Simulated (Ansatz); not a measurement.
A run for Ansatz (a first-principles code): U-B3LYP/cc-pVTZ on BBrH2 (SMILES BBr), a point of a bond scan (R = 3.330 Å).

Ansatz 0.2 input:
```yaml
crystal:
  periodic: [false, false, false]
  atoms:
    - {symbol: B, position_ang: [-0.84896739, -1.29115255, 0.21121296]}
    - {symbol: H, position_ang: [-0.47171957, -2.07374537, 1.01486037]}
    - {symbol: H, position_ang: [-1.82647135, -1.42145963, -0.44309788]}
    - {symbol: Br, position_ang: [0.96387693, 1.46591279, -0.23980108]}
basis:
  gaussian:
    orbitals: cc-pVTZ
hamiltonian:
  xc: {name: B3LYP}
magnetization: {spin_polarized: true, initial_magnetization: 0}
```

The log:

```
WARN ansatz: RAYON_NUM_THREADS=1 ignored (pool sized by the plan → 1); use --threads N
Functional definition: B3LYP
integrals: 0.03 GiB planned
736 factors; their error is unknown
mean field: 0.38 GiB planned
mean field evaluation 1: about -70752.2049 eV, gradient 1.3e1 eV
mean field evaluation 2: about -70676.1692 eV, gradient 7.7e1 eV
mean field evaluation 4: about -70753.6895 eV, gradient 5.8e0 eV
mean field evaluation 8: about -70754.1864 eV, gradient 2.6e-1 eV
mean field evaluation 16: about -70754.1866 eV, gradient 7.3e-5 eV
mean field evaluation 32: about -70747.6422 eV, gradient 1.7e1 eV
mean field -70754.24022263 eV, -2600.1703692350 hartree, gradient 2.8e-5 eV, S^2 0.298756; 5 other end points of the search recorded, 0 dependent functions left out
reference -70754.24045222 eV, -2600.1703776723 hartree; 21, 21 occupied and 80, 80 virtual orbitals, 736 factors
Total energy: -70754.24045222 eV, -2600.1703776723 hartree
```

Self-consistency was reached. Its determinant has ⟨S²⟩ = 0.30, a mixture of spin states.

Cost: about 5 core-seconds (a rough figure).
